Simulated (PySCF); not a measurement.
(2R)-but-3-ene-1,2-diamine (C4H10N2), SMILES C=C[C@@H](N)CN. Geometry: PBE-D3(BJ)/def2-SVP. The values are those of a single conformer.

Give the equilibrium geometry at PBE-D3(BJ)/def2-SVP (PySCF confirms it by a frequency run) as Cartesian coordinates in Å. (The exact figures need the calculation; the answer reports its results.)

Several could match; the one computed here: 
```xyz
16

C      2.2487     0.3614    -1.0098
C      1.0650     0.5402    -0.3961
C      0.1829    -0.5559     0.1504
N      0.0680    -0.5106     1.6175
C     -1.2418    -0.5336    -0.4630
N     -2.0962     0.5936    -0.1189
H      2.6528    -0.6507    -1.1845
H      2.8581     1.2092    -1.3605
H      0.6963     1.5724    -0.2324
H      0.6362    -1.5350    -0.1224
H     -0.3338     0.4022     1.8798
H      1.0106    -0.5084     2.0294
H     -1.7551    -1.4626    -0.1356
H     -1.1479    -0.5878    -1.5688
H     -1.6650     1.4899    -0.3747
H     -2.2838     0.6178     0.8905
```
Charge 0, spin multiplicity 1.
